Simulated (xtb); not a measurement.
BGeH5O, SMILES O[BH][GeH3]. All values are semi-empirical tight-binding results from xtb (GFN2-xTB unless named), good for trends rather than for accurate numbers. Coordinates come from a GFN2-xTB optimisation. One conformer was computed; it need not be the lowest.

Optimised geometry:

Bonded distances (Å): B1–Ge2 2.035, B1–H6 1.174, B1–O7 1.321, Ge2–H3 1.498, Ge2–H4 1.508, Ge2–H5 1.497, O7–H8 0.960. Bond angles (°): Ge2–B1–H6 122.0, Ge2–B1–O7 123.2, H6–B1–O7 114.8, B1–Ge2–H3 116.6, B1–Ge2–H4 114.3, B1–Ge2–H5 117.2, H3–Ge2–H4 102.2, H3–Ge2–H5 101.8, H4–Ge2–H5 102.6, B1–O7–H8 118.4.
Charge 0, spin multiplicity 1.

For metal compounds this method's bond lengths and energies can be far off.

```yaml
orbital_gap: 4.18 eV
zero_point_energy: 30.4 kcal/mol
G − E(el) at 298.15 K (modified RRHO): 12.4 kcal/mol
```

Computed atomic charges and the Wiberg bond orders between heavy atoms:
charges (e) B1 0.32, Ge2 0.01, H3 -0.04, H4 -0.06, H5 -0.04, H6 -0.09, O7 -0.41, H8 0.31. Bond orders B1–Ge2 0.80, B1–O7 1.39.
